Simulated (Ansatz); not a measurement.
This geometry of CH4AlClO (8 atoms, charge 0, multiplicity 1) is a first-order saddle point.

All numbers below come from RKS PBE-D4/def2-SVP in Ansatz.

```xyz
8
Properties=species:S:1:pos:R:3
O 0.060 1.477 -0.681
C 0.252 0.572 0.412
Al 0.071 -1.320 -0.173
Cl -1.171 -1.762 -1.836
H -0.686 2.058 -0.458
H -0.462 0.749 1.254
H 1.258 0.729 0.876
H 0.771 -2.561 0.550
```

Question: Which two structures does it join? (They come from a converged band through this point; their orientation in space is the band's.)

Answer: No bond is made or broken. The dihedral H5–O1–C2–H6 goes from -77 to 59°.

Image 0:

```xyz
8
Properties=species:S:1:pos:R:3
O 0.193 1.519 -0.611
C 0.368 0.627 0.494
Al -0.036 -1.244 -0.042
Cl -1.505 -1.294 -1.590
H -0.685 1.330 -0.996
H -0.214 0.942 1.401
H 1.433 0.700 0.808
H 0.537 -2.638 0.480
```

Image 6:

```xyz
8
Properties=species:S:1:pos:R:3
O -0.397 1.463 -0.514
C 0.192 0.531 0.378
Al -0.028 -1.332 -0.247
Cl -1.022 -1.781 -2.063
H -0.252 2.357 -0.154
H -0.236 0.574 1.417
H 1.295 0.691 0.529
H 0.540 -2.560 0.598
```

Question: How far does it lie above each of them?

Answer: 2.2 kcal/mol above the first and 1.3 kcal/mol above the second. This is the barrier of this one path; another mechanism may lie lower.

Time of the run: 79 s on 1 thread of Arm Neoverse V1 (shared host), peak memory 0.12 GiB.
